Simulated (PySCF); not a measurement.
Can point charges reproduce the dipole moment of `C=C[SiH2][Si@H](F)P`?

Coordinates (GFN2-xTB, Å) and charges (e) from the PBE0/pcSseg-1 density (PySCF):

```csv
atom,x,y,z,Mulliken,IAO,Hirshfeld,ESP-fitted
C1,-2.548,-0.379,0.342,-0.1614,-0.2717,-0.0791,-0.4207
C2,-2.000,0.157,-0.738,-0.4740,-0.4070,-0.1357,-0.1298
Si3,-0.156,0.467,-0.975,+0.3636,+0.4267,+0.2397,+0.0601
Si4,1.103,-0.440,0.759,+0.5963,+0.7611,+0.3004,+0.5902
F5,0.554,0.184,2.154,-0.4342,-0.5448,-0.2123,-0.2926
P6,3.307,-0.017,0.800,-0.2210,-0.0897,-0.0103,-0.3479
H7,-1.955,-0.689,1.188,+0.1409,+0.1460,+0.0439,+0.1857
H8,-3.613,-0.530,0.438,+0.1236,+0.1539,+0.0519,+0.1848
H9,-2.652,0.451,-1.552,+0.1362,+0.1560,+0.0460,+0.1498
H10,0.044,1.920,-1.121,-0.0497,-0.0981,-0.0723,-0.0357
H11,0.240,-0.127,-2.263,-0.0635,-0.1063,-0.0787,-0.0644
H12,0.971,-1.875,1.032,-0.0678,-0.1200,-0.0786,-0.1048
H13,3.195,1.310,0.421,+0.0610,-0.0016,-0.0067,+0.1203
H14,3.509,-0.431,-0.505,+0.0499,-0.0046,-0.0079,+0.1052
```

Question: Form Σ q r in debye for every column and set it beside the full dipole.

Answer: The full density gives (-0.70, -0.21, -2.07) D, 2.20 D in size; dipole vectors point from the negative to the positive end.

```tsv
scheme	μx	μy	μz	size (D)	share of the full size (%)	angle to the full dipole (°)
Mulliken	0.92	-0.89	-2.78	3.06	139	38
IAO	1.24	-1.24	-3.12	3.58	163	42
Hirshfeld	0.35	-0.36	-1.04	1.15	52	38
ESP-fitted	-0.64	-0.24	-2.03	2.14	98	2
```

Question: Which set comes closest?

Answer: Length of the difference vector: ESP-fitted 0.08 D, Hirshfeld 1.48 D, Mulliken 1.90 D, IAO 2.43 D. Closest: ESP-fitted. ESP charges are fitted to the potential around the molecule, whose slowest-falling term is the dipole's. 

Question: What is left for the Hirshfeld atoms' own dipoles?

Answer: The shares of the density sum to the whole, so what Σ q r misses lies in dipoles about the nuclei. The atomic dipoles sum to (-0.70, -0.21, -2.07) − (0.35, -0.36, -1.04) = (-1.05, 0.15, -1.03) D, 1.48 D in size.

Question: With the origin at the mean of the coordinates, (0.000, 0.000, -0.002) Å, which are the largest single terms, by size, of the Mulliken dipole along the direction of the full one?

Answer: F5 +4.64, C2 -3.00, Si4 -2.94, P6 +1.92, Si3 +1.61 D; all 14 atoms together +2.42 D. The single terms depend on the origin, their sum doesn't.

Question: Give the size of the full dipole in other units.

Answer: 2.20 D = 0.864 au = 0.457 e·Å = 7.33 × 10⁻³⁰ C·m.

Isolated species at its GFN2-xTB geometry (one conformer only).

The values belong to the conformer `[CH2:1]=[CH:2][SiH2:3][Si@H:4]([F:5])[PH2:6]`: C1–C2–Si3–Si4 7°, C2–Si3–Si4–F5 -56°, H–P6–Si4–Si3 41°, H–P6–Si4–Si3 -52°.
